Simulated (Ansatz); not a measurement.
One change: `N#CC[BH][GaH2]` becomes `N#CCBr`.

Ansatz, PBE0-D4/def2-TZVP geometries, multiplicity 1. Each molecule was computed in one conformer, which needn't be the lowest.

Scalar relativity is left out up to krypton. Spin–orbit coupling is left out; it splits and shifts lone-pair levels of the heavy atoms by tenths of an eV.

```csv
property,`N#CC[BH][GaH2]`
LUMO energy (B3LYP/def2-TZVPP) / eV,-2.52
LUMO energy (ωB97M-V/def2-TZVPP) / eV,-0.36
LUMO energy (PBE0/def2-TZVPP) / eV,-2.33
"ideal-gas entropy at 298 K and 1 bar (rigid rotor, harmonic PBE0-D4/def2-TZVP) / J/(mol·K)",360
HOMO energy (PBE0/def2-TZVPP) / eV,-7.78
HOMO energy (PBE/def2-TZVPP) / eV,-6.62
```

Q: What does the change do to each property? (Estimate.)

A: Computed: 
| property | `N#CCBr` | shift |
| --- | --- | --- |
| LUMO energy (B3LYP/def2-TZVPP) / eV | -1.72 | 0.80 |
| LUMO energy (ωB97M-V/def2-TZVPP) / eV | 0.67 | 1.03 |
| LUMO energy (PBE0/def2-TZVPP) / eV | -1.46 | 0.87 |
| ideal-gas entropy at 298 K and 1 bar (rigid rotor, harmonic PBE0-D4/def2-TZVP) / J/(mol·K) | 297 | -63 |
| HOMO energy (PBE0/def2-TZVPP) / eV | -8.74 | -0.96 |
| HOMO energy (PBE/def2-TZVPP) / eV | -7.41 | -0.79 |

With PBE0 the HOMO falls by 0.96 eV and the LUMO rises by 0.87 eV, so the gap widens by about 1.83 eV. PBE moves the HOMO by -0.79 eV and ωB97M-V by -1.08 eV. The zero-point energy changes by -63.3 kJ/mol with -12 modes. Modes under 60 cm⁻¹, often nearly free rotors, make the harmonic entropy too high.

Positive LUMOs are unbound, so they and the gaps depend on the basis.

B3LYP here is the variant with VWN-RPA as its local correlation; programs differ in this.
